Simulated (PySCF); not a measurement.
## Oxygen: a sound run and one with changed settings

Sound run: O²⁺ [He] 2s2 2p2, O³⁺ [He] 2s2 2p1. Calculation: PySCF 2.14, in 6-31G* (3s2p1d, 14 functions); no relativity, point nucleus. In the sound run the correlated levels freeze 1s2. The sound run starts from symmetry-adapted Hartree-Fock orbitals and uses a fine grid where one is needed.

A second run was set up differently.

| species | method | sound run (hartree) | changed run (hartree) | converged |
| --- | --- | --- | --- | --- |
| O²⁺ | UHF | -73.06731 | -72.10797 | yes |
| O²⁺ | TPSS | -73.25919 | -72.28228 | yes |
| O²⁺ | M06-L | -73.23901 | -72.24471 | yes |
| O²⁺ | MP2 | -73.11429 | -72.11973 | yes |
| O²⁺ | CCSD(T) | -73.13686 | -72.12986 | yes |
| O³⁺ | UHF | -71.05778 | -70.03453 | yes |
| O³⁺ | TPSS | -71.22654 | -70.18970 | yes |
| O³⁺ | M06-L | -71.21010 | -70.14817 | yes |
| O³⁺ | MP2 | -71.10256 | -70.05893 | yes |
| O³⁺ | CCSD(T) | -71.13452 | -70.07898 | yes |

Ionisation energy of O²⁺:

```
 method  sound run (eV)  changed run (eV)
    UHF          54.682            56.421
   TPSS          55.311            56.942
  M06-L          55.210            57.050
    MP2          54.742            56.077
SCS-MP2          54.653            56.008
   CCSD          54.482            55.807
CCSD(T)          54.486            55.807
```

Question: What was changed?
A. angular grid far too coarse
B. level shift left on
C. radial grid too coarse
D. minimal basis

Answer: D. It used basis STO-3G. A minimal basis cannot let orbitals breathe on ionisation and holds almost no correlation.
